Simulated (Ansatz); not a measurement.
Species: RbF, charge 0, singlet. RbF (SMILES [F][Rb]).
B3LYP-D3(BJ)/def2-TZVP minimum from Ansatz (a quantum-chemistry and plane-wave program):
```xyz
2

Rb     0.0000     0.0000    -0.4608
F      0.0000     0.0000     1.8945
```

Total energies in def2-QZVPP, 8 correlated electrons, 5 frozen orbitals. Open shells are spin-unrestricted; no spin-orbit coupling. Correlated methods leave the cores frozen (noble-gas shells, and filled d and f shells in the p block). Past Kr the def2 sets carry scalar-relativistic core potentials.

| method | program | energy (Eh) | minus CCSDT(Q) (mEh) |
|---|---|---|---|
| HF | Ansatz | -123.32692 | 307.79 |
| MP2 | Ansatz | -123.63106 | 3.65 |
| CCSD | Ansatz | -123.62518 | 9.53 |
| CCSD(T) | Ansatz | -123.63444 | 0.26 |
| CCSDT(Q) | Ansatz | -123.63471 | 0.00 |

Rough core times of Ansatz's runs on a shared machine: CCSD(T) under 20 s, CCSDT(Q) 2 min.
